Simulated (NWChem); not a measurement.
Species: C3HFO3; SMILES O=C1OC(=CF)O1

Task: Give the equilibrium geometry at PBE0/def2-SVP (NWChem) as an XYZ file, with the point group.

Result: point group Cs; any orientation.
```
8

O      0.3038     2.6032     0.0000
C      0.0975     1.4513     0.0000
O      0.9212     0.3484     0.0000
C     -0.2322    -0.3922     0.0000
C     -0.5017    -1.6891     0.0000
F      0.4590    -2.5995     0.0000
O     -1.0592     0.7048     0.0000
H     -1.5277    -2.0600     0.0000
```
